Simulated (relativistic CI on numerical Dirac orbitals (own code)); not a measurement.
## Energy levels of W39+

Computed by Dirac-Coulomb-Breit CI, KLI orbitals optimised for each configuration, a model potential for QED, unscaled Slater integrals (own radial code, finite nucleus).

CI space (outside the closed core [Ar] 3d10): 4s2 4p5, 4s 4p6, 4s2 4p4 4d, 4s 4p5 4d, 4s2 4p4 4f, 4s 4p5 4f, 4p6 4d, 4s 4p4 4d2, 4s2 4p3 4d 4f, 4p6 4f, 4p5 4d 4f, 4s 4p4 4f2, 4s2 4p4 5s, 4p6 5s, 4s2 4p4 5p, 4s 4p4 4d 5s, 4s2 4p3 4f 5s, 4s 4p5 5s, 4s2 4p4 5d, 4s 4p5 5p, 4s2 4p4 5f, 4s2 4p4 5g, 4s 4p5 5d, 4p5 4f 5s, 4s 4p5 5f, 4s2 4p4 6s, 4s2 4p4 6p, 4s2 4p3 4d2, 4s2 4p2 4d3, 4s 4p3 4d3, 4s2 4p2 4d2 4f, 4s 4p3 4d2 4f, 4s2 4p2 4d2 5s, 4p5 4d2, 4p4 4d3, 4p4 4d2 4f, 4p4 4d2 5s, 4p5 4d 5s, 4p4 4d 4f 5s, 4p4 4d 5s2, 4s2 4p3 5s2, 4s2 4p2 4d 5s2, 4s 4p3 4d 5s2, 4s2 4p2 4f 5s2, 4s 4p3 4f 5s2. Double excitations out of closed p, d and f shells are left out; levels of such configurations are missing from the list, as are those of other unlisted configurations, and high levels can miss mixing partners. These lack a partner that the ground configuration has and come out too high: 4s2 4p4 5p, 4s 4p5 5s, 4s2 4p4 5d, 4s 4p5 5p, 4s2 4p4 5f.

The lowest level is 4s2 4p5 2P°_3/2, with 99 % of that term; Hund's rules for 4s2 4p5 give 2P° with J = 3/2, in agreement.

| No. | Configuration | Term | J | E (cm⁻¹) | % | Landé g | Lifetime (s) | jj configuration (%) |
| --- | --- | --- | --- | --- | --- | --- | --- | --- |
| 1 | 4s2 4p5 | 2P° | 3/2 | 0 | 99 | 1.329 |  | 4p3/2^3 (99) |
| 2 | 4s2 4p5 | 2P° | 1/2 | 746933 | 98 | 0.659 | 1.31e-07 | 4p1/2 4p3/2^4 (98) |
| 3 | 4s2 4p4 4d | 4D | 3/2 | 1206246 | 37 | 1.177 | 3.86e-10 | 4p3/2^2 4d3/2 (98) |
| 4 | 4s2 4p4 4d | 4P | 1/2 | 1224217 | 46 | 1.667 | 8.33e-11 | 4p3/2^2 4d3/2 (94) |
| 5 | 4s2 4p4 4d | 4D | 5/2 | 1224973 | 43 | 1.215 | 6.95e-10 | 4p3/2^2 4d3/2 (92) |
| 6 | 4s2 4p4 4d | 4F | 7/2 | 1246638 | 32 | 1.128 | 4.37e-03 | 4p3/2^2 4d3/2 (97) |
| 7 | 4s2 4p4 4d | 2D | 3/2 | 1312532 | 61 | 0.861 | 3.14e-09 | 4p3/2^2 4d3/2 (95) |
| 8 | 4s2 4p4 4d | 2F | 7/2 | 1370800 | 47 | 1.247 | 2.28e-05 | 4p3/2^2 4d5/2 (97) |
| 9 | 4s2 4p4 4d | 2P | 1/2 | 1373557 | 47 | 1.286 | 1.54e-10 | 4p3/2^2 4d5/2 (82) |
| 10 | 4s2 4p4 4d | 4F | 9/2 | 1381215 | 69 | 1.262 | 3.50e-05 | 4p3/2^2 4d5/2 (99) |
| 11 | 4s2 4p4 4d | 2D | 5/2 | 1485663 | 52 | 1.217 | 1.42e-06 | 4p3/2^2 4d5/2 (98) |
| 12 | 4s2 4p4 4d | 2D | 3/2 | 1522025 | 35 | 1.170 | 2.48e-12 | 4p3/2^2 4d5/2 (90) |
| 13 | 4s2 4p4 4d | 2D | 5/2 | 1546448 | 43 | 1.146 | 1.80e-12 | 4p3/2^2 4d5/2 (86) |
| 14 | 4s 4p6 | 2S | 1/2 | 1634038 | 68 | 1.986 | 1.59e-12 | 4s (68) |
| 15 | 4s2 4p4 4d | 4D | 1/2 | 1909335 | 78 | 0.203 | 1.12e-10 | 4p1/2 4p3/2^3 4d3/2 (96) |
| 16 | 4s2 4p4 4d | 4D | 3/2 | 1948919 | 34 | 0.974 | 5.58e-10 | 4p1/2 4p3/2^3 4d3/2 (94) |
| 17 | 4s2 4p4 4d | 4F | 5/2 | 1984377 | 45 | 0.990 | 2.54e-11 | 4p1/2 4p3/2^3 4d3/2 (98) |
| 18 | 4s2 4p4 4d | 2G | 7/2 | 1992760 | 59 | 1.004 | 2.60e-07 | 4p1/2 4p3/2^3 4d3/2 (98) |
| 19 | 4s2 4p4 4d | 4D | 7/2 | 2094152 | 42 | 1.296 | 1.38e-07 | 4p1/2 4p3/2^3 4d5/2 (98) |
| 20 | 4s2 4p4 4d | 2P | 3/2 | 2122037 | 52 | 1.436 | 3.20e-12 | 4p1/2 4p3/2^3 4d5/2 (82) |
| 21 | 4s2 4p4 4d | 2S | 1/2 | 2139205 | 42 | 1.809 | 3.93e-13 | 4p1/2 4p3/2^3 4d3/2 (83) |
| 22 | 4s2 4p4 4d | 2D | 5/2 | 2139277 | 61 | 1.186 | 5.19e-13 | 4p1/2 4p3/2^3 4d3/2 (86) |
| 23 | 4s2 4p4 4d | 2P | 3/2 | 2141093 | 51 | 1.090 | 6.72e-13 | 4p1/2 4p3/2^3 4d3/2 (72) |
| 24 | 4s2 4p4 4d | 2F | 5/2 | 2143588 | 47 | 1.138 | 4.46e-10 | 4p1/2 4p3/2^3 4d5/2 (98) |
| 25 | 4s2 4p4 4d | 2G | 9/2 | 2146167 | 68 | 1.174 | 2.46e-07 | 4p1/2 4p3/2^3 4d5/2 (98) |
| 26 | 4s2 4p4 4d | 2D | 5/2 | 2170428 | 51 | 1.202 | 8.43e-12 | 4p1/2 4p3/2^3 4d5/2 (92) |
| 27 | 4s2 4p4 4d | 2F | 7/2 | 2203374 | 76 | 1.144 | 2.06e-07 | 4p1/2 4p3/2^3 4d5/2 (98) |
| 28 | 4s2 4p4 4d | 2D | 3/2 | 2318628 | 67 | 0.833 | 1.28e-12 | 4p1/2 4p3/2^3 4d5/2 (83) |
| 29 | 4s2 4p4 4d | 2P | 1/2 | 2368656 | 71 | 1.024 | 7.67e-13 | 4p1/2 4p3/2^3 4d5/2 (89) |
| 30 | 4s2 4p3 4d2 | 4F° | 3/2 | 2470846 | 28 | 0.886 | 7.06e-11 | 4p3/2 4d3/2^2 (96) |

Energies count from the lowest computed level; ° marks odd parity; lifetimes are radiative, by E1, M1, E2, M2, E3 decay to levels of this space only. Filled j subshells are mostly left out of the jj labels.

The mean weight of the leading LS term, summed over parents, in these 30 levels is 55 %, and that of the leading jj configuration (from the same eigenvectors) 92 %, so jj coupling describes them better and the LS labels are nominal.

At this charge energies of transitions that change n are usually good to better than 1 %, and those within a shell (Δn = 0) to a few per cent.

LS names give the leading component of a level, which can be under half, so a name can repeat, a term be missing and a line seem to break the LS rules.
